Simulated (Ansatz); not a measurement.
Correlation energies of CH$_{4}$F$_{2}$OTi (`[CH3][Ti]([OH])([F])[F]`) by basis set

```xyz
9

C     0.754    0.327   -1.021
Ti   -0.524   -0.521    0.335
O    -0.756    0.698    1.595
F    -2.004   -0.868   -0.552
F     0.279   -1.975    0.909
H     1.705    0.563   -0.536
H     0.923   -0.382   -1.837
H     0.307    1.244   -1.416
H    -0.683    0.913    2.523
```

Charge 0, multiplicity 1. Correlated methods include outer-core shells of Ti, which these sets cover unevenly. Scalar relativity is left out up to krypton. The geometry is a stationary point of PBE0-D4/def2-TZVP. It is one conformer, not always the lowest. Frozen core, restricted reference, Ansatz 0.2.0.

```json
{"basis": "def2-SVP", "HF (Eh)": "-1162.15349", "MP2 corr.": "-1.02128"}
{"basis": "def2-TZVPP", "HF (Eh)": "-1162.67732", "MP2 corr.": "-1.35555"}
{"basis": "def2-QZVPP", "HF (Eh)": "-1162.70714", "MP2 corr.": "-1.47046"}
```

Question: Estimate the CCSD correlation energy and the (T) correction in each basis where they were run (hartree).

Answer: 
```
     basis  CCSD corr.       (T)
  def2-SVP    -1.03914  -0.03629
def2-TZVPP    -1.36541  -0.06016
```
